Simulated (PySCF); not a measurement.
Vertical excitations of a molecule C₃H₆FNSi from PySCF 2.14.0 with TDA-CAM-B3LYP/def2-SVPD, as energy in eV (oscillator strength): 7.61 (0.000), 7.79 (0.005), 7.91 (0.004), 7.99 (0.009), 8.16 (0.008), 8.43 (0.016), 8.71 (0.007), 8.82 (0.025), 8.99 (0.031), 9.28 (0.013). Lowest triplet (TDA): 6.26 eV. Geometry: B3LYP-D3(BJ)/def2-SVP. One conformer was computed; it need not be the lowest.

**Question.** Which structure fits?
A) FC1=CCN1[SiH3]
B) N[C@@H]1C=C(F)[SiH2]1
C) N#CCC[SiH2]F
D) CC1=NC[Si@H]1F

**Answer.** C, N#CCC[SiH2]F
